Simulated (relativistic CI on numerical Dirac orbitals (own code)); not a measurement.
Calculated at this level of theory: Dirac-Coulomb-Breit CI, separate exchange-only KLI orbitals for each configuration, model QED (radiative potential, 1s self-energy scaled to tabulated hydrogen-like ionisation energies), unscaled Slater integrals (own radial code, finite nucleus).

CI space: 1s2, 1s 2s, 1s 2p, 1s 3s, 1s 3p, 1s 3d, 1s 4s, 1s 4p, 1s 4d, 1s 4f, 1s 5s, 1s 5p, 1s 5d, 1s 5f, 1s 5g, 1s 6s, 1s 6p, 1s 6d, 2s2. Levels of other configurations are missing.

At this charge energies of transitions that change n are usually good to better than 1 %, and those within a shell (Δn = 0) to a few per cent.

Outline of the computed level scheme of Ir LXXVI. Lowest level of each configuration: 1s2 1S_0 at 0.0 eV; 1s 2s 3S_1 at 64351.7 eV; 1s 2p 3P°_1 at 64473.3 eV; 1s 3s 3S_1 at 76866.6 eV; 1s 3p 3P°_1 at 76898.8 eV; 1s 3d 3D_2 at 77471.0 eV; 1s 4s 3S_1 at 81150.4 eV; 1s 4p 3P°_1 at 81163.3 eV; 1s 4d 3D_2 at 81402.8 eV.

Some strong electric-dipole decays among the lowest 27 levels: 1s 2p 1P°_1 → 1s2 1S_0 (2.6e+16 s⁻¹); 1s 2p 3P°_1 → 1s2 1S_0 (1.4e+16 s⁻¹); 1s 3p 1P°_1 → 1s2 1S_0 (7.4e+15 s⁻¹); 1s 3p 3P°_1 → 1s2 1S_0 (3.5e+15 s⁻¹); 1s 4p 1P°_1 → 1s2 1S_0 (3.1e+15 s⁻¹); 1s 3d 3D_3 → 1s 2p 3P°_2 (2.1e+15 s⁻¹); 1s 3d 3D_2 → 1s 2p 3P°_1 (2.0e+15 s⁻¹); 1s 3d 1D_2 → 1s 2p 1P°_1 (1.9e+15 s⁻¹).

LS names give the leading component of a level, which can be under half, so a name can repeat, a term be missing and a line seem to break the LS rules.
